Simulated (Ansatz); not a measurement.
Geometry optimisation, RKS r2SCAN-D4/def2-SVP (Ansatz 0.2.0).

Input file:

```yaml
crystal:
  periodic: [false, false, false]
  atoms:
    - { symbol: S, position_ang: [0.3268, 1.3257, -0.7647] }
    - { symbol: Sn, position_ang: [-1.2657, -0.3476, -0.0566] }
    - { symbol: Cl, position_ang: [-3.39297, 0.6128, -0.07544] }
    - { symbol: H, position_ang: [1.0971, 1.2829, 0.41] }
basis:
  gaussian: { orbitals: def2-SVP }
hamiltonian:
  xc: r2scan
  dispersion: d4
relax:
  f_tol: 0.015
  max_steps: 40
```

Command:

```bash
$ ansatz run input.yaml --threads 1 --pin off --max-ram 2048MiB --backend cpu --events-out ev --progress --plain --runs-dir out
```

Question: Where does it end, and by what steps?

Answer: It converged. After 7 steps the energy has fallen by 0.435 eV; H4 moved furthest, 0.51 Å.

```csv
step,energy less start (eV),largest force component (eV/Å),accepted
0,0.0000,1.458,yes
1,-0.1651,1.269,yes
2,-0.2697,0.834,yes
3,-0.3570,0.812,yes
4,-0.4289,0.267,yes
5,-0.4342,0.103,yes
6,-0.4347,0.035,yes
7,-0.4348,0.005,yes
```

```xyz
4
Properties=species:S:1:pos:R:3
S 0.089 1.592 -0.413
Sn -1.241 -0.340 0.314
Cl -3.332 0.597 -0.385
H 1.248 1.024 -0.003
```

Run time: 16 s on 1 thread of Intel(R) Xeon(R) 6975P-C (Granite Rapids) (shared host), peak memory 0.16 GiB.
